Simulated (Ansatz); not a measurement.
`O[SiH](O)[SiH2][SiH3]` at its PBE0-D4/def2-TZVP geometry, where that method's forces vanish. Total charge 0; spin multiplicity 1.

```xyz
13

O    -2.4966    0.7313   -1.3474
Si   -1.1835    0.8885   -0.3656
O    -1.5387    0.6353    1.2237
Si    0.5039   -0.6750   -0.8096
Si    2.1010   -0.6532    0.8971
H    -2.8727   -0.1454   -1.4433
H    -0.7602    2.2947   -0.5913
H    -2.1509    1.2410    1.6466
H    -0.0977   -2.0369   -0.9166
H     1.1439   -0.3590   -2.1184
H     1.4870   -1.1143    2.1693
H     2.6125    0.7314    1.0856
H     3.2518   -1.5384    0.5700
```

(1) What forces (eV/Å) does ωB97M-V/def2-TZVPP give on these atoms in the Gaussian-basis code of Ansatz? (An estimate is asked.)

## Answers

(1) The calculation gave: 
```
O1  -0.075 -0.068 -0.047
Si2  0.232  0.128 -0.108
O3  -0.045  0.020  0.106
Si4 -0.029 -0.037 -0.070
Si5  0.070 -0.003  0.073
H6  -0.002  0.037 -0.012
H7  -0.046 -0.154  0.029
H8   0.026 -0.034  0.008
H9   0.060  0.138  0.013
H10 -0.063 -0.032  0.137
H11  0.067  0.052 -0.142
H12 -0.059 -0.150 -0.021
H13 -0.135  0.102  0.036
```
